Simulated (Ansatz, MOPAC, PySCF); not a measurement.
Molecule: CHS (charge 0, doublet). SMILES: [C]S
Coordinates optimised at B3LYP-D3(BJ)/def2-TZVP (Ansatz, an electronic-structure program):
```
S
C 1 1.6417
H 1 1.3772 2 103.75
```
Charge 0, spin multiplicity 2.

Unscaled harmonic wavenumbers (cm⁻¹) in rising order, each level at the stationary point that it reaches from this structure (no distance between atoms moves by over 0.3 Å); the order of modes can differ between levels, and a negative number is imaginary. B3LYP-D3(BJ)/def2-TZVP (PySCF, at the structure above): 791, 932, 2333.

AM1 (MOPAC): 577, 815, 1863. Zero-point energy 4.7 against 5.8 kcal/mol; where all levels lie over 400 cm⁻¹, the wavenumbers are on average 0.801 times those of B3LYP-D3(BJ)/def2-TZVP.

PM3 (MOPAC): 612, 825, 1452. Zero-point energy 4.1 against 5.8 kcal/mol; where all levels lie over 400 cm⁻¹, the wavenumbers are on average 0.760 times those of B3LYP-D3(BJ)/def2-TZVP.

HF/6-31G* (Ansatz): 874, 981, 2778. Zero-point energy 6.6 against 5.8 kcal/mol; where all levels lie over 400 cm⁻¹, the wavenumbers are on average 1.116 times those of B3LYP-D3(BJ)/def2-TZVP.

B3LYP/6-31G* (Ansatz): 768, 903, 2337. Zero-point energy 5.7 against 5.8 kcal/mol; where all levels lie over 400 cm⁻¹, the wavenumbers are on average 0.981 times those of B3LYP-D3(BJ)/def2-TZVP.
